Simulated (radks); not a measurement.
Question: Radial electron density D(r) = 4 pi r^2 rho(r) of an atom or ion with 34 electrons. Method: Dirac Kohn-Sham, LDA (Slater exchange, VWN5 correlation), spin-unpolarised, spherical densities, finite nucleus; Fermi nuclear charge, rms radius of each element as measured or else 0.836 A^(1/3) + 0.57 fm; computed with a radial shooting solver on a logarithmic mesh with Libxc functionals.

| r (bohr) | D(r) (e/bohr) |
|---|---|
| 0.002506 | 2.558 |
| 0.002918 | 3.330 |
| 0.003369 | 4.256 |
| 0.003923 | 5.485 |
| 0.00453 | 6.932 |
| 0.005232 | 8.703 |
| 0.006091 | 10.97 |
| 0.007034 | 13.54 |
| 0.008123 | 16.53 |
| 0.009457 | 20.15 |
| 0.01092 | 23.95 |
| 0.01261 | 28.03 |
| 0.01468 | 32.45 |
| 0.01696 | 36.48 |
| 0.01974 | 40.23 |
| 0.0228 | 42.96 |
| 0.02633 | 44.58 |
| 0.03065 | 44.87 |
| 0.0354 | 43.80 |
| 0.04088 | 41.77 |
| 0.0476 | 39.28 |
| 0.05497 | 37.53 |
| 0.06348 | 37.27 |
| 0.0739 | 39.23 |
| 0.08535 | 43.09 |
| 0.09936 | 48.13 |
| 0.1147 | 52.06 |
| 0.1325 | 53.33 |
| 0.1543 | 50.63 |
| 0.1782 | 44.72 |
| 0.2058 | 37.58 |
| 0.2395 | 31.75 |
| 0.2766 | 29.94 |
| 0.3221 | 31.92 |
| 0.3719 | 35.23 |
| 0.4296 | 36.93 |
| 0.5001 | 34.78 |
| 0.5775 | 29.03 |
| 0.667 | 21.44 |
| 0.7765 | 13.89 |
| 0.8967 | 8.739 |
| 1.036 | 5.832 |
| 1.206 | 4.481 |
| 1.392 | 3.870 |
| 1.621 | 3.218 |
| 1.872 | 2.426 |
| 2.162 | 1.627 |
| 2.517 | 1.000 |
| 2.907 | 0.6811 |
| 3.357 | 0.5555 |
| 3.908 | 0.5047 |
| 4.513 | 0.4474 |
| 5.212 | 0.3527 |
| 6.068 | 0.2293 |
| 7.008 | 0.1238 |
| 8.158 | 0.04982 |
| 9.421 | 0.01583 |
| 10.88 | 0.003669 |
| 12.67 | 0.0005333 |

What is the nuclear charge?

Answer: Z = 36. The innermost maximum, from 1s, lies near gamma/Z bohr with gamma = sqrt(1 - (Z/c)^2) = 0.965, here 0.0268 bohr (found: 0.0292), and its height grows with Z. The density is that of the krypton ion Kr2+ in [Ar] 3d10 4p4 4f2; the configuration itself is not fixed sharply by these data, and Z only to about a unit. D(r) has 3 maxima, at r = 0.0292, 0.130, 0.430 bohr, and minima at 0.0605, 0.274 bohr, inside which lie 2.09, 11.06 electrons.
